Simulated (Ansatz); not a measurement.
The cluster Zn₇Se₆I₂. Total charge 0; singlet. Geometry r2SCAN-D4/def2-SVP.

```xyz
15

Zn   -1.4118   -1.8617    0.9728
Zn    1.5769   -0.5520    0.9143
Zn   -1.4485   -3.1990   -0.9832
Zn    0.6650    0.9832    2.8693
Zn   -1.3335   -0.4178   -1.1437
Zn   -1.0801    0.6553    1.0211
Zn    0.8901    1.9102    0.3011
Se   -0.1466    1.3019   -2.8400
Se    0.7650    3.1571   -1.7147
Se    1.0376   -1.7847   -1.1346
Se    0.1982   -1.4762    2.7378
Se    1.5779   -0.3052   -2.9865
Se    2.8082    1.3969    1.8182
I    -1.6974    2.0780    3.3384
I    -2.4010   -1.8860   -3.1703
```

In the def2 sets I takes a core potential, while STO-3G treats all electrons; there is no spin–orbit coupling. Single mean-field runs in def2-SVP, def2-TZVP are fitted with def2-universal-jkfit. Another isomer (singlet) lies 5.59 eV lower at PBE0-D4/def2-TZVP; other spin states weren't run for this one.

**Question.** Estimate the orbital energies around the gap (eV) in Ansatz with HF/STO-3G, HF/def2-SVP, PBE-D4/def2-SVP, r2SCAN-D4/def2-SVP, PBE0-D4/def2-TZVP.

**Answer.** 
| orbital | HF/STO-3G | HF/def2-SVP | PBE-D4/def2-SVP | r2SCAN-D4/def2-SVP | PBE0-D4/def2-TZVP |
| --- | --- | --- | --- | --- | --- |
| HOMO−13 | -9.07 | -11.11 | -7.58 | -7.93 | -8.75 |
| HOMO−12 | -8.96 | -10.98 | -7.34 | -7.71 | -8.55 |
| HOMO−11 | -8.57 | -10.75 | -7.16 | -7.51 | -8.37 |
| HOMO−10 | -8.29 | -10.65 | -7.07 | -7.42 | -8.26 |
| HOMO−9 | -8.10 | -10.43 | -6.93 | -7.27 | -8.07 |
| HOMO−8 | -8.03 | -10.17 | -6.64 | -7.00 | -7.82 |
| HOMO−7 | -7.80 | -9.82 | -6.52 | -6.84 | -7.65 |
| HOMO−6 | -6.38 | -9.81 | -6.43 | -6.77 | -7.58 |
| HOMO−5 | -5.65 | -9.68 | -6.30 | -6.63 | -7.44 |
| HOMO−4 | -5.17 | -9.36 | -6.15 | -6.47 | -7.23 |
| HOMO−3 | -4.51 | -9.27 | -6.04 | -6.34 | -7.12 |
| HOMO−2 | -3.91 | -9.01 | -5.77 | -6.08 | -6.89 |
| HOMO−1 | -3.77 | -8.38 | -5.63 | -5.93 | -6.66 |
| HOMO | -3.23 | -6.62 | -4.63 | -4.83 | -5.43 |
| LUMO | 1.85 | -0.07 | -3.52 | -3.60 | -3.00 |
| LUMO+1 | 2.89 | 0.13 | -3.31 | -3.32 | -2.83 |
| LUMO+2 | 3.28 | 0.60 | -2.98 | -2.95 | -2.49 |
| LUMO+3 | 3.77 | 1.06 | -2.72 | -2.70 | -2.17 |
| LUMO+4 | 4.06 | 1.34 | -2.46 | -2.38 | -2.01 |
| LUMO+5 | 4.55 | 1.49 | -2.29 | -2.23 | -1.71 |
